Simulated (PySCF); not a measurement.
Molecule: SMILES [O-]c1occc1OC(F)(F)F, [C5H2F3O3]-.

Cartesian coordinates in Å; atom numbers follow the order of the lines, from 1:
```xyz
13

O    -0.7359    2.5210   -0.1450
C    -0.9441    1.3127   -0.0275
O    -2.1924    0.7687   -0.3344
C    -2.1477   -0.5829   -0.1129
C    -0.9250   -0.9567    0.3318
C    -0.1604    0.2300    0.4022
O     1.2096    0.3019    0.8490
C     2.0818   -0.0138   -0.0444
F     3.3323    0.1092    0.4585
F     2.0292   -1.3103   -0.4808
F     2.0898    0.7034   -1.1869
H    -3.0451   -1.1356   -0.3116
H    -0.5965   -1.9471    0.5843
```

Total charge -1.

Frames of a GFN2-xTB Langevin trajectory at 300 K; GIAO PBE0/pcSseg-1 shieldings in PySCF, gas phase, non-relativistic; equivalent atoms averaged within each frame.

δ = σ(ref) − σ, references computed at the same level: $^{17}$O (σ = 336.08 ppm) against H2O; TMS for $^{13}$C (σ = 186.93 ppm) and $^{1}$H (σ = 31.72 ppm); $^{19}$F (σ = 170.95 ppm) against CFCl3. The references are static minima.

How do the shifts (ppm) fluctuate along the trajectory?

## Answers


```csv
time (fs),O3,O1,O7,C2,C8,C6,C5,C4,F9/F10/F11,H13
250,272.7,263.1,128.5,162.9,139.7,131.6,115.1,112.9,-38.2,6.74
425,272.3,243.8,113.9,165.4,131.1,115.2,114.0,110.4,-70.4,6.99
625,292.1,249.4,126.5,167.0,139.2,118.1,112.3,114.3,-47.6,6.20
800,286.6,258.8,111.6,167.8,134.5,117.3,107.0,109.5,-53.4,5.87
1000,280.2,263.5,121.6,168.0,133.6,128.1,110.9,115.2,-66.6,6.83
mean of frames,280.8,255.7,120.4,166.2,135.6,122.1,111.8,112.4,-55.2,6.53
standard deviation,8.6,8.7,7.5,2.1,3.7,7.3,3.1,2.4,13.4,0.47
```

5 frames give an uncertainty of the mean of about the standard deviation over 2.2 at best, since frames this close in time may not be independent; classical motion lacks zero-point vibration, and the reference would need the same averaging.
